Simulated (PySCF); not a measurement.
BrHSeZn, SMILES [SeH][Zn][Br]. Atoms are numbered in the order given.

```xyz
4

Zn    -0.0093     0.0142     0.0000
Br     0.0041     2.2633     0.0000
Se    -0.0386    -2.2753     0.0000
H      1.4493    -2.2821     0.0000
```
Charge 0, spin multiplicity 1.

Geometry: PBE-D3(BJ)/def2-SVP. The structure was generated by enumeration; whether it is a known compound was not checked. One conformer was computed; it need not be the lowest.

Calculation: PBE-D3(BJ)/def2-SVP (PySCF 2.14.0).

Frequencies are harmonic and unscaled.

Computed harmonic wavenumbers and intensities:
```csv
mode,ν (cm⁻¹),IR (km/mol),moving atoms (share of kinetic energy)
1,70,5.5,"Zn 70 %, Br 15 %, Se 14 %"
2,75,4.8,"Zn 71 %, Br 15 %, Se 14 %"
3,201,0.5,"Se 52 %, Br 47 %"
4,372,45.0,"Zn 71 %, Br 17 %, Se 12 %"
5,563,0.7,H 97 %
6,2347,9.7,H 99 %
```
